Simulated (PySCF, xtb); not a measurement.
Si(H)(SH) (H2SSi), SMILES S[SiH] (connectivity only; charge and spin as stated), neutral, multiplicity 1.

Harmonic wavenumbers (cm⁻¹) from xtb with GFN2-xTB at its own minimum, in rising order: 357, 476, 613, 801, 2138, 2443.

Problem. What does PBE-D3(BJ)/def2-TZVP in PySCF give at its own minimum? (The exact figures need the calculation; the answer reports its results.)

Solution. 499, 612, 633, 890, 1965, 2579. Paired by order, the mean absolute difference is 116 cm⁻¹ and the zero-point energies are 9.8 and 10.3 kcal/mol.
